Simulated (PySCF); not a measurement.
## Identify the compound

Molecular formula: C$_{6}$H$_{14}$OSi$_{2}$. Simulated spectra:

1H NMR (400 MHz, computed): δ 5.13 (m, 1H), 4.83 (m, 1H), 4.77 (br s, 1H), 4.22 (m, 1H), 4.07 (br s, 1H), 3.36 (m, 1H), 2.71 (m, 1H), 2.11 (s, 3H), 1.16 (m, 1H), 0.25 (m, 3H).

13C{1H} NMR (computed): δ 157.8 (C), 106.8 (CH2), 64.8 (CH), 29.7 (CH3), 28.5 (CH), -1.2 (CH3).

[PySCF 2.14.0 with density-fitted response routines: shielding tensors at PBE0/pcSseg-1 (GIAO); geometry: GFN2-xTB; in vacuum; one conformer; non-relativistic; one averaged value for each set of equivalent atoms]

δ = σ(ref) − σ, references computed at the same level: 1H and 13C vs TMS.

Choose the structure that fits.
A. C=C(C)[C@@H]1C[SiH2][C@H]1O[SiH3]
B. C[C@@H]1CC[C@H]2[SiH2]O[SiH2][C@@H]12
C. C=C(C)[C@@H]1[SiH2][C@H]1O[SiH2]C

Answers

C. 

1. The formula gives 2 degrees of unsaturation (1 ring in the answer).
2. 6 carbon signals for 6 carbons: no two carbons are equivalent.
3. Carbon types of the structure: 1 × C, 2 × CH, 1 × CH2, 2 × CH3, leaving 4 H on heteroatoms.
4. δC 157.8: fully substituted alkene carbon; the olefinic region.
5. δC 106.8: terminal =CH2 carbon; the olefinic region.
6. δC 64.8, 28.5: three-membered-ring carbon.
7. δH 4.22, 1.16: hydrogen on a three-membered-ring carbon.
8. δH 2.11: hydrogen on an allylic methyl carbon; allylic position.

The others: C[C@@H]1CC[C@H]2[SiH2]O[SiH2][C@@H]12 would give 12 signals for carbon-bound and other non-exchanging H, not 10; C=C(C)[C@@H]1C[SiH2][C@H]1O[SiH3] has carbons computed at 169.8, 116.7, 82.3, 53.8, 28.3, 15.2, with a different DEPT pattern.

Shifts are as computed. Against solution values, carbons near 30 ppm lie about +3 ppm off and those near 130 ppm about +5 ppm. Of 1211 compounds with measured shifts, 218 miss one by over three times the rms of a fit or turn the order of signals round; such compounds aren't used in these exercises. Multiplicities follow the n + 1 count of equivalent neighbours, as no J values were calculated; m marks all less simple cases, F and P coupling included.
